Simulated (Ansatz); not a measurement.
The cluster K2H3, relaxed as a quartet with UKS PBE0-D4/def2-TZVP in Ansatz, starting from the PBE0-D4/def2-TZVP geometry of the neutral doublet. Force threshold 0.02 eV/Å.

In the quartet geometry the species has come apart into loosely held pieces. In the quartet, H4 and H5 lie 0.75 Å apart (atoms count from 1), so H2 has formed as a molecule. At PBE0-D4/def2-TZVP a doublet of charge 0 lies 2.10 eV below the quartet, each at its own geometry. The structure comes from a short search, and lower isomers may exist.

Start:

```
atom   x (Å)   y (Å)   z (Å)
  K1   0.288  -2.499  -1.951
  K2  -1.036  -0.816   1.288
  H3   0.282  -0.384  -0.739
  H4   0.304   1.599   0.427
  H5   0.163   2.101   0.976
```

```json
{"step": "1", "energy (eV)": "-32684.0767", "largest force component (eV/Å)": "0.778", "SCF passes": "75"}
{"step": "2", "energy (eV)": "-32684.3537", "largest force component (eV/Å)": "0.483", "SCF passes": "38"}
{"step": "3", "energy (eV)": "-32684.5883", "largest force component (eV/Å)": "0.443", "SCF passes": "34"}
{"step": "4", "energy (eV)": "-32685.0093", "largest force component (eV/Å)": "1.382", "SCF passes": "33"}
{"step": "5", "energy (eV)": "-32685.2446", "largest force component (eV/Å)": "0.076", "SCF passes": "34"}
{"step": "6", "energy (eV)": "-32685.2476", "largest force component (eV/Å)": "0.072", "SCF passes": "28"}
{"step": "7", "energy (eV)": "-32685.2704", "largest force component (eV/Å)": "0.065", "SCF passes": "32"}
{"step": "8", "energy (eV)": "-32685.2734", "largest force component (eV/Å)": "0.486", "SCF passes": "33"}
{"step": "9 (rejected)", "energy (eV)": "-32685.2690", "largest force component (eV/Å)": "0.755", "SCF passes": "33"}
{"step": "10", "energy (eV)": "-32685.2795", "largest force component (eV/Å)": "0.022", "SCF passes": "28"}
{"step": "11", "energy (eV)": "-32685.2816", "largest force component (eV/Å)": "0.114", "SCF passes": "33"}
{"step": "12", "energy (eV)": "-32685.2826", "largest force component (eV/Å)": "0.018", "SCF passes": "29"}
{"step": "13 (rejected)", "energy (eV)": "-32685.2823", "largest force component (eV/Å)": "0.193", "SCF passes": "28"}
{"step": "14", "energy (eV)": "-32685.2828", "largest force component (eV/Å)": "0.027", "SCF passes": "28"}
{"step": "15 (rejected)", "energy (eV)": "-32685.2828", "largest force component (eV/Å)": "0.150", "SCF passes": "28"}
{"step": "16", "energy (eV)": "-32685.2831", "largest force component (eV/Å)": "0.017", "SCF passes": "28"}
{"step": "17 (rejected)", "energy (eV)": "-32685.2829", "largest force component (eV/Å)": "0.173", "SCF passes": "28"}
{"step": "18", "energy (eV)": "-32685.2833", "largest force component (eV/Å)": "0.006", "SCF passes": "28"}
{"step": "19", "energy (eV)": "-32685.2834", "largest force component (eV/Å)": "0.060", "SCF passes": "28"}
{"step": "20", "energy (eV)": "-32685.2836", "largest force component (eV/Å)": "0.002", "SCF passes": "26"}
```

Force components are those of the run's own axes.

End:

```
atom    x (Å)    y (Å)    z (Å)
  K1   0.3192  -3.4556  -2.4865
  K2  -1.4593  -1.0947   1.8311
  H3   0.5347   0.0683  -1.0699
  H4   0.5081   2.3582   0.5737
  H5   0.0973   2.1237   1.1517
```

Bonds lost: K1–H3, K2–H3 (atoms count from 1). Metal–metal contacts that move far: K1–K2 3.88 to 5.23 Å. The end holds 3 separate pieces.

The force fell under the threshold at step 12, but the optimiser went on. No frequencies were taken in this run, so the end may be a saddle point.

Run time 2.3 min (4 threads of Intel Xeon on a shared host).
